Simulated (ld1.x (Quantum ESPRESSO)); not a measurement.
## sulfur (S): excitation energies, all-electron against ultrasoft

* Element: S
* Generator: ld1.x (Quantum ESPRESSO) 7.5
* Type: ultrasoft
* Functional: LDA (PZ)
* Relativity: scalar-relativistic
* Frozen core: [Ne]
* Valence charge: 6
* Reference configuration: 3s2 3p4
* Partial waves: 3s (bound): rcut 1.15, rcutus 1.60 bohr; 3s channel at 2.15 Ry: rcut 1.15, rcutus 1.60 bohr; 3p (bound): rcut 1.45, rcutus 1.55 bohr; 3p channel at 0.85 Ry: rcut 1.45, rcutus 1.55 bohr; 3d channel at 0.15 Ry: rcut 0.95, rcutus 1.35 bohr; 3d channel at 2 Ry: rcut 0.95, rcutus 1.35 bohr
* Local potential: all-electron potential smoothed inside 1.25 bohr (lloc = -1)
* Core correction: none
* Augmentation charge: built from norm-conserving waves at rcut, not smoothed further

Energies are relative to the spin-unpolarised reference configuration 3s2 3p4; without spin polarisation the order of configurations can differ from experiment. Spin-polarised rows fill each open shell by Hund’s rule, majority spin first. The frozen-core shift is the all-electron ΔE with the core orbitals held at their reference shape minus the fully relaxed ΔE.

```
   valence configuration  charge  ΔE all-electron (eV)  error AE − PS (meV)  frozen-core shift (meV)
                 3s2 3p3      +1                11.863                 +2.0                     +1.4
                 3s2 3p1      +3                68.394                 +105                      +43
                 3s2 3p0      +4               115.377                 +333                     +127
                 3s1 3p4      +1                22.660                 +5.6                     +2.4
               3s2 3p4.3    -0.3                -1.741                 +0.2                     -0.1
               3s2 3p3.5    +0.5                 4.709                 +0.1                     +0.3
3s2 3p4 (spin-polarised)       0                -0.706                  +63                     +0.7
3s2 3p3 (spin-polarised)      +1                 9.898                 +200                     +3.6
```

(1) What are ΔE and the potential's error for 3s2 3p2?

Levels in the configuration 3s2 3p1:

| level | all-electron (eV) | pseudo (eV) |
| --- | --- | --- |
| 3s | -52.284 | -52.144 |
| 3p | -40.417 | -40.279 |

## Answers

(1) ΔE = 34.236 eV all-electron; the error (AE − PS) is +23 meV.

A variational frozen-core shift is positive and of second order in the change. This column holds negative values, so the frozen-core run of ld1.x carries numerical noise or an error of first order here, and the column gives no more than the rough size of the effect.
